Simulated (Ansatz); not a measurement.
Two members of one family (Same ligands, another metal), computed with Ansatz in the gas phase. HOMO and LUMO are taken over both spins. Binding counts from free atoms in the multiplicity of their measured ground term, without zero-point energy. Singlets are spin-restricted. The structures are stationary points that may keep the symmetry of their start. Remarks come from the PBE and PBE0 runs and from stability tests at other levels; not every state was tested. HOMO above LUMO (over both spins in singlets and doublets, within one spin in higher multiplets; at PBE or PBE0), or a gap under 0.15 eV within one spin, warns that the state may not be the lowest or that an electron is smeared out.

First: MnCl2 (sextet, charge 0, PBE-D4/def2-TZVP geometry).

```
atom    x (Å)    y (Å)    z (Å)
 Mn1   0.0034  -0.0006   0.0045
 Cl2  -0.4550  -2.1163   0.0786
 Cl3   0.4516   2.1170  -0.0831
```

```json
{"level": "PBE-D4/def2-SVP", "HOMO (eV)": "-6.47", "LUMO (eV)": "-4.17", "gap (eV)": "2.30", "binding per atom (eV)": "2.90"}
{"level": "PBE-D4/def2-TZVP", "HOMO (eV)": "-6.86", "LUMO (eV)": "-4.44", "gap (eV)": "2.41", "binding per atom (eV)": "2.93"}
{"level": "revPBE-D4/def2-TZVP", "HOMO (eV)": "-6.80", "LUMO (eV)": "-4.30", "gap (eV)": "2.50", "binding per atom (eV)": "2.83"}
{"level": "PBE0-D4/def2-SVP", "HOMO (eV)": "-8.20", "LUMO (eV)": "-2.85", "gap (eV)": "5.34", "binding per atom (eV)": "2.75"}
{"level": "BHLYP-D4/def2-TZVP", "HOMO (eV)": "-9.84", "LUMO (eV)": "-2.10", "gap (eV)": "7.74", "binding per atom (eV)": "2.56"}
```

Metal–donor distances: 2 × Cl 2.17 Å. Remarks: spin-contaminated (⟨S²⟩ up to 2.69) (doublet), spin-contaminated (⟨S²⟩ up to 4.72) (quartet).

Second: CrCl2 (quintet, charge 0, PBE-D4/def2-TZVP geometry).

```xyz
3

Cr    0.000    0.000    0.000
Cl    2.140   -0.319    0.201
Cl   -2.140    0.319   -0.201
```

**Question.** What does the change do? Estimate second minus first.

**Answer.** 
| level | Δ HOMO (eV) | Δ LUMO (eV) | Δ gap (eV) | Δ binding per atom (eV) |
| --- | --- | --- | --- | --- |
| PBE-D4/def2-SVP | 0.89 | -1.39 | -2.28 | -0.27 |
| PBE-D4/def2-TZVP | 1.07 | -1.30 | -2.37 | -0.32 |
| revPBE-D4/def2-TZVP | 1.06 | -1.37 | -2.43 | -0.32 |
| PBE0-D4/def2-SVP | 0.52 | -1.66 | -2.18 | -0.30 |
| BHLYP-D4/def2-TZVP | 0.56 | -0.94 | -1.50 | -0.07 |

Metal–donor distances: 2 × Cl 2.17 Å. Remarks: near-degenerate levels, gap within one spin near zero, HOMO above LUMO (singlet), restricted SCF unstable (singlet), spin-contaminated (⟨S²⟩ up to 3.00) (triplet).
